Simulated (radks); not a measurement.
The numbers below are computed, except where a source is named.
Question: The cerium ion Ce2+, configuration [Xe] 4f1 5d1 (not the ground configuration). Level of theory: Dirac Kohn-Sham, LDA (Slater exchange, Perdew-Wang correlation), spin-unpolarised, spherical densities, finite nucleus; open shells fill j = l - 1/2 first; Fermi nuclear charge, rms radius 4.8771 fm (a radial shooting solver on a logarithmic mesh with Libxc functionals).

Spin-orbit splittings of the eigenvalues, e(l+1/2) - e(l-1/2), with zeta = 2 splitting/(2l+1) and mean radii in bohr:

shell  occ.  splitting (eV)  zeta (eV)  <r> j=l-1/2  <r> j=l+1/2
2p        6           446.0      297.3      0.08798      0.09418
3p        6           87.60      58.40       0.2683       0.2805
3d       10           18.83      7.533       0.2515       0.2553
4p        6           18.95      12.63       0.6563       0.6839
4d       10           3.318      1.327       0.7392       0.7490
4f        1          0.3371    0.09633        1.079        1.090
5p        6           2.834      1.889        1.692        1.772
5d        1               ?          ?        2.518        2.554

Estimate the 5d splitting.

Answer: 0.2638 eV (zeta = 0.1055 eV).
